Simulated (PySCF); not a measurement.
# Bond curve of RbH

Set-up: PySCF, spin-free X2C with a Gaussian nucleus, basis sets Rb x2c-SVPall, H x2c-SVPall. Energies in eV from Rb + H in their ground configurations at the same level. State: ¹Σ⁺ (singlet), closed shell.

```tsv
R (Å)	MN15	PBE0	M06	PBEsol
2.007	-1.642	-1.424	-1.768	-1.593
2.101	-1.777	-1.554	-1.914	-1.711
2.194	-1.859	-1.629	-2.003	-1.777
2.264	-1.892	-1.656	-2.039	-1.800
2.334	-1.905	-1.664	-2.054	-1.804
2.404	-1.902	-1.657	-2.052	-1.794
2.497	-1.878	-1.626	-2.027	-1.762
2.614	-1.822	-1.565	-1.969	-1.699
2.754	-1.727	-1.466	-1.873	-1.603
2.941	-1.570	-1.309	-1.713	-1.451
```

Question: Put a parabola through the three lowest points of the MN15 curve and estimate Re, k and ωe (reduced mass 0.996 u; 1 eV/Å² = 0.16022 mdyn/Å; ωe = 1302.8·√(k/μ) cm⁻¹).

Answer: Through R = 2.264, 2.334, 2.404 Å the second-order coefficient is 1.63 eV/Å², so Re ≈ 2.356 Å, k ≈ 0.523 mdyn/Å and ωe ≈ 944 cm⁻¹. A polynomial fit of higher order to the unrounded MN15 energies gives Re = 2.356 Å, k = 0.499 mdyn/Å, ωe = 922 cm⁻¹; anharmonicity and rounding make the difference.

The higher-order fit for each curve: MN15: Re = 2.356 Å, ωe = 922 cm⁻¹, De = 1.91 eV; PBE0: Re = 2.332 Å, ωe = 945 cm⁻¹, De = 1.66 eV; M06: Re = 2.358 Å, ωe = 947 cm⁻¹, De = 2.06 eV; PBEsol: Re = 2.318 Å, ωe = 930 cm⁻¹, De = 1.80 eV.
